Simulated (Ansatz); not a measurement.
Single points on Sr₃S₄.

```yaml
crystal:
  periodic: [false, false, false]
  atoms:
    - {symbol: Sr, position_ang: [1.606587, -3.019150, -0.292774]}
    - {symbol: Sr, position_ang: [-1.117656, -0.431540, 0.405770]}
    - {symbol: Sr, position_ang: [1.182625, 2.375322, -0.555731]}
    - {symbol: S, position_ang: [-0.877805, -3.207095, 0.502330]}
    - {symbol: S, position_ang: [-0.930045, 2.377566, 1.266515]}
    - {symbol: S, position_ang: [-1.588972, 2.193799, -0.830682]}
    - {symbol: S, position_ang: [1.725256, -0.288903, -0.495428]}
basis:
  gaussian: {orbitals: def2-TZVP, initial_orbitals: start.molden}
correlation: {method: mp2}
scf: {omitted_lower_state_checks: [starts]}
output: {orbitals: {seedname: orbitals}}
```

The file start.molden holds the orbitals of an earlier run on this structure, at another level or in another basis.

```sh
$ ansatz run in.yaml --threads 4 --pin off --events-out ev --progress --plain --max-ram 4787MiB
```

Shortened log:

```
Functional definition: HF
1761 factors; integrals over basis functions are off by at most 5.0e-4 eV
mean field evaluation 1: about -45756.7047 eV, gradient 4.3e1 eV
mean field evaluation 2: about -45758.1350 eV, gradient 2.2e0 eV
mean field evaluation 4: about -45758.8928 eV, gradient 2.6e0 eV
mean field evaluation 8: about -45758.9349 eV, gradient 9.3e-4 eV
mean field -45758.93489183 eV, -1681.6098407548 hartree, gradient 1.8e-6 eV, S^2 0.000000; 0 other end points of the search recorded, 0 dependent functions left out
20 core orbitals not correlated: weight in the atoms' cores, before any rotation towards them, 1.000 or more for the frozen orbitals, at most 0.000 for the correlated occupied ones
reference -45758.93489183 eV, -1681.6098407548 hartree; 27, 27 occupied and 200, 200 virtual orbitals, 1761 factors
second order -32.37594871 eV of doubles, -0.00000000 eV of singles
Total energy: -45791.31084054 eV, -1682.7996349247 hartree
Checks for a lower state left out: starts
```

It took 5.5 s on 4 threads of INTEL XEON PLATINUM 8581C on a shared host, peak host memory 0.76 GiB.

The first input with `hamiltonian: {xc: {name: BHLYP}, dispersion: d4}` and without the key `correlation` (abridged; 6 s):

```
Functional definition: BHLYP
mean field -45854.93871984 eV, -1685.1379163602 hartree, gradient 1.5e-5 eV, S^2 0.000000
Total energy: -45855.69258230 eV, -1685.1656202946 hartree
Checks for a lower state left out: starts
```

As the first input, with `gaussian: {orbitals: def2-SVP, initial_orbitals: start.molden}`, `correlation: {method: ccsd_t}` (abridged; 22 s):

```
Functional definition: HF
mean field -45743.86890534 eV, -1681.0561759633 hartree, gradient 1.7e-6 eV, S^2 0.000000
20 core orbitals not correlated: weight in the atoms' cores, before any rotation towards them, 1.000 or more for the frozen orbitals, at most 0.000 for the correlated occupied ones
second order -20.35395964 eV of doubles, -0.00000000 eV of singles
cycle   1  -21.14814628 eV  change   -7.9e-1 eV  update   1.2e-1
cycle   2  -21.62245903 eV  change   -4.7e-1 eV  update   3.8e-2
cycle   3  -21.74455491 eV  change   -1.2e-1 eV  update   2.6e-2
cycle   4  -21.74541201 eV  change   -8.6e-4 eV  update   9.4e-3
cycle   5  -21.73911817 eV  change    6.3e-3 eV  update   5.6e-3
cycle   6  -21.73906644 eV  change    5.2e-5 eV  update   2.5e-3
cycle   7  -21.73933553 eV  change   -2.7e-4 eV  update   1.2e-3
cycle   8  -21.73947590 eV  change   -1.4e-4 eV  update   5.7e-4
cycle   9  -21.73965451 eV  change   -1.8e-4 eV  update   2.8e-4
cycle  10  -21.73977522 eV  change   -1.2e-4 eV  update   1.3e-4
cycle  11  -21.73968326 eV  change    9.2e-5 eV  update   5.6e-5
cycle  12  -21.73964891 eV  change    3.4e-5 eV  update   2.5e-5
perturbative correction -0.75298108 eV, -0.0276715444 hartree
Total energy: -45766.36153534 eV, -1681.8827648697 hartree
Checks for a lower state left out: starts
```

As the first input, with `gaussian: {orbitals: def2-SVP, initial_orbitals: start.molden}`, `hamiltonian: {xc: pbe, dispersion: d4}` and without the key `correlation` (abridged; 1.7 s):

```
Functional definition: PBE
mean field -45826.15800519 eV, -1684.0802446053 hartree, gradient 3.6e-5 eV, S^2 0.000000
Total energy: -45826.54475645 eV, -1684.0944574519 hartree
Checks for a lower state left out: starts
```

As the first input, with `hamiltonian: {xc: {name: wB97M-V}}` and without the key `correlation` (abridged; 14 s):

```
Functional definition: wB97M-V
mean field -45852.94550117 eV, -1685.0646669253 hartree, gradient 3.3e-5 eV, S^2 0.000000
Total energy: -45852.94559174 eV, -1685.0646702535 hartree
Checks for a lower state left out: starts
```

First input, but with `gaussian: {orbitals: def2-SVP, initial_orbitals: start.molden}`, `hamiltonian: {xc: pbe0, dispersion: d4}` and without the key `correlation` (abridged; 3.2 s):

```
Functional definition: PBE0
mean field -45829.30567229 eV, -1684.1959192376 hartree, gradient 7.7e-6 eV, S^2 0.000000
Total energy: -45829.64611343 eV, -1684.2084302186 hartree
Checks for a lower state left out: starts
```

The first input with `hamiltonian: {xc: {name: BLYP}, dispersion: d4}` and without the key `correlation` (abridged; 3.3 s):

```
Functional definition: BLYP
mean field -45856.89644506 eV, -1685.2098614352 hartree, gradient 1.7e-5 eV, S^2 0.000000
Total energy: -45857.65616505 eV, -1685.2377806297 hartree
Checks for a lower state left out: starts
```

Geometry: PBE-D4/def2-SVP.

In the def2 sets Sr takes a core potential; there is no spin–orbit coupling. Correlated methods freeze 20 core orbitals; core or outer-core shells of Sr are correlated, in sets that lack core-valence functions. The structure comes from a short search, and lower isomers may exist.
